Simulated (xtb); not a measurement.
ClCu, charge -1, doublet, at a GFN2-xTB geometry (such geometries of metal compounds can be far from the true shape) (the multiplicity is a formal guess); GFN2-xTB (xtb).

Here is a job for xtb.
```
$ xtb mol.xyz --gfn 2 --chrg -1 --uhf 1 --opt --json

# file mol.xyz
2

Cu    -0.00000000    -0.00000000    -0.78939767
Cl     0.00000000     0.00000000     1.34661955
```

Write the output that xtb gives for this input, abridged.


```
   ID    Z sym.   atoms
    1   29 Cu     1
    2   17 Cl     2

           -------------------------------------------------
          |                Calculation Setup                |
           -------------------------------------------------

           -------------------------------------------------
          |                 G F N 2 - x T B                 |
           -------------------------------------------------

          ...................................................
          :                      SETUP                      :
          :.................................................:
          :  # basis functions                  20          :
          :  # atomic orbitals                  18          :
          :  # shells                            6          :
          :  # electrons                        19          :
          :  max. iterations                   250          :
          :  Hamiltonian                  GFN2-xTB          :
          :  restarted?                      false          :
          :  GBSA solvation                  false          :
          :  PC potential                    false          :
          :  electronic temp.          300.0000000     K    :
          :  accuracy                    1.0000000          :
          :  -> integral cutoff          0.2500000E+02      :
          :  -> integral neglect         0.1000000E-07      :
          :  -> SCF convergence          0.1000000E-05 Eh   :
          :  -> wf. convergence          0.1000000E-03 e    :
          :  Broyden damping             0.4000000          :
          :  net charge                         -1          :
          :  unpaired electrons                  1          :
          ...................................................

 iter      E             dE          RMSdq      gap      omega  full diag
   1     -8.5639744 -0.856397E+01  0.948E+00    3.71       0.0  T
   2     -8.5667913 -0.281685E-02  0.692E+00    3.97       1.0  T
   3     -8.5710213 -0.423001E-02  0.357E+00    4.56       1.0  T
   4     -8.5743345 -0.331319E-02  0.295E+00    5.09       1.0  T
   5     -8.5760781 -0.174366E-02  0.112E+00    5.42       1.0  T
   6     -8.5756863  0.391772E-03  0.146E+00    5.30       1.0  T
   7     -8.5762840 -0.597708E-03  0.193E+00    5.54       1.0  T
   8     -8.5763128 -0.287138E-04  0.624E-01    5.38       1.0  T
   9     -8.5763226 -0.985037E-05  0.105E+00    5.47       1.0  T
  10     -8.5763310 -0.836756E-05  0.927E-01    5.46       1.0  T
  11     -8.5763601 -0.291548E-04  0.600E-01    5.45       1.0  T
  12     -8.5763670 -0.688995E-05  0.512E-01    5.44       1.0  T
  13     -8.5763846 -0.175967E-04  0.954E-02    5.42       1.0  T
  14     -8.5763855 -0.840385E-06  0.190E-02    5.42       3.7  T
  15     -8.5763855 -0.238189E-07  0.141E-02    5.42       5.0  T
  16     -8.5763855 -0.910666E-08  0.263E-03    5.42      26.9  T
  17     -8.5763855 -0.349170E-09  0.105E-03    5.42      67.7  T
  18     -8.5763855 -0.731202E-10  0.149E-04    5.42     473.4  T
  19     -8.5763855 -0.114575E-11  0.324E-05    5.42    2179.8  T

   *** convergence criteria satisfied after 19 iterations ***

         :::::::::::::::::::::::::::::::::::::::::::::::::::::
         ::                     SUMMARY                     ::
         :::::::::::::::::::::::::::::::::::::::::::::::::::::
         :: total energy              -8.574766463491 Eh    ::
         :: gradient norm              0.000000022444 Eh/a0 ::
         :: HOMO-LUMO gap              5.416813916675 eV    ::
         ::.................................................::
         :: SCC energy                -8.576385496347 Eh    ::
         :: -> isotropic ES            0.097188335556 Eh    ::
         :: -> anisotropic ES         -0.012416670459 Eh    ::
         :: -> anisotropic XC         -0.070864179774 Eh    ::
         :: -> dispersion             -0.000738717984 Eh    ::
         :: repulsion energy           0.001619032856 Eh    ::
         :: add. restraining           0.000000000000 Eh    ::
         :: total charge              -0.999999999980 e     ::
         :::::::::::::::::::::::::::::::::::::::::::::::::::::

      -----------------------------------------------------------
     |                   =====================                   |
     |                        A N C O P T                        |
     |                   =====================                   |
     |               Approximate Normal Coordinate               |
     |                Rational Function Optimizer                |
      -----------------------------------------------------------
      -----------------------------------------------------------
     |                   =====================                   |
     |                        A N C O P T                        |
     |                   =====================                   |
     |               Approximate Normal Coordinate               |
     |                Rational Function Optimizer                |
      -----------------------------------------------------------

          ...................................................
          :                      SETUP                      :
          :.................................................:
          :   optimization level            normal          :
          :   max. optcycles                   200          :
          :   ANC micro-cycles                  20          :
          :   degrees of freedom                 1          :
          :.................................................:
          :   RF solver                   davidson          :
          :   write xtbopt.log                true          :
          :   linear (good luck)              true          :
          :   energy convergence         0.5000000E-05 Eh   :
          :   grad. convergence          0.1000000E-02 Eh/α :
[...]
 * total energy  :    -8.5747665 Eh     change       -0.4973799E-13 Eh
   *** GEOMETRY OPTIMIZATION CONVERGED AFTER 1 ITERATIONS ***
[...]
          :  # shells                            6          :
          :  # electrons                        19          :
          :  max. iterations                   250          :
          :  Hamiltonian                  GFN2-xTB          :
          :  restarted?                      false          :
          :  GBSA solvation                  false          :
          :  PC potential                    false          :
          :  electronic temp.          300.0000000     K    :
          :  accuracy                    1.0000000          :
          :  -> integral cutoff          0.2500000E+02      :
          :  -> integral neglect         0.1000000E-07      :
          :  -> SCF convergence          0.1000000E-05 Eh   :
          :  -> wf. convergence          0.1000000E-03 e    :
          :  Broyden damping             0.4000000          :
          :  net charge                         -1          :
          :  unpaired electrons                  1          :
          ...................................................

 iter      E             dE          RMSdq      gap      omega  full diag
   1     -8.5763855 -0.857639E+01  0.287E-07    5.42       0.0  T
   2     -8.5763855  0.177636E-14  0.270E-07    5.42  100000.0  T
   3     -8.5763855  0.710543E-14  0.247E-07    5.42  100000.0  T

   *** convergence criteria satisfied after 3 iterations ***

         :::::::::::::::::::::::::::::::::::::::::::::::::::::
         ::                     SUMMARY                     ::
         :::::::::::::::::::::::::::::::::::::::::::::::::::::
         :: total energy              -8.574766463491 Eh    ::
         :: gradient norm              0.000000034790 Eh/a0 ::
         :: HOMO-LUMO gap              5.416811993175 eV    ::
         ::.................................................::
         :: SCC energy                -8.576385496347 Eh    ::
         :: -> isotropic ES            0.097188400173 Eh    ::
         :: -> anisotropic ES         -0.012416663336 Eh    ::
         :: -> anisotropic XC         -0.070864066418 Eh    ::
         :: -> dispersion             -0.000738717982 Eh    ::
         :: repulsion energy           0.001619032856 Eh    ::
         :: add. restraining           0.000000000000 Eh    ::
         :: total charge              -0.999999999980 e     ::
         :::::::::::::::::::::::::::::::::::::::::::::::::::::

           -------------------------------------------------
          |                Property Printout                |
           -------------------------------------------------

    * Orbital Energies and Occupations

         #    Occupation            Energy/Eh            Energy/eV
      -------------------------------------------------------------
         1        2.0000           -0.8593199             -23.3833
         2        2.0000           -0.2547762              -6.9328
         3        2.0000           -0.2252571              -6.1296
         4        2.0000           -0.2252571              -6.1296
         5        2.0000           -0.1700745              -4.6280
         6        2.0000           -0.1484458              -4.0394
         7        2.0000           -0.1484458              -4.0394
         8        2.0000           -0.1225276              -3.3341
         9        2.0000           -0.1225276              -3.3341
        10        1.0000           -0.1005069              -2.7349 (HOMO)
        11                          0.0985573               2.6819 (LUMO)
        12                          0.0985573               2.6819
        13                          0.2545021               6.9254
        14                          0.2613818               7.1126
        15                          0.2613818               7.1126
        16                          0.2674929               7.2789
        17                          0.2674929               7.2789
        18                          0.5099141              13.8755
      -------------------------------------------------------------
                  HL-Gap            0.1990642 Eh            5.4168 eV
             Fermi-level           -0.0560814 Eh           -1.5261 eV

     #   Z          covCN         q      C6AA      α(0)
     1  29 Cu       0.793    -0.382   159.854    29.039
     2  17 Cl       0.793    -0.618   119.993    16.757

 Mol. C6AA /au·bohr⁶  :        541.992702
 Mol. C8AA /au·bohr⁸  :      33430.532872
 Mol. α(0) /au        :         45.796291

Wiberg/Mayer (AO) data.
largest (>0.10) Wiberg bond orders for each atom

 ---------------------------------------------------------------------------
     #   Z sym  total        # sym  WBO       # sym  WBO       # sym  WBO
 ---------------------------------------------------------------------------
     1  29 Cu   0.692 --     2 Cl   0.692
     2  17 Cl   0.692 --     1 Cu   0.692
 ---------------------------------------------------------------------------

Topologies differ in total number of bonds
Writing topology from bond orders to xtbtopo.mol

molecular dipole:
                 x           y           z       tot (Debye)
 q only:        0.000       0.000      -1.003
   full:        0.000      -0.000       1.506       3.827
molecular quadrupole (traceless):
                xx          xy          yy          xz          yz          zz
 q only:        2.426       0.000       2.426       0.000       0.000      -4.852
  q+dip:        6.139       0.000       6.139       0.000      -0.000     -12.277
   full:        7.281      -0.000       7.281       0.000      -0.000     -14.562

optimized geometry written to: xtbopt.xyz

           -------------------------------------------------
          | TOTAL ENERGY               -8.574766463491 Eh   |
          | GRADIENT NORM               0.000000034790 Eh/α |
          | HOMO-LUMO GAP               5.416811993175 eV   |
           -------------------------------------------------

normal termination of xtb
```
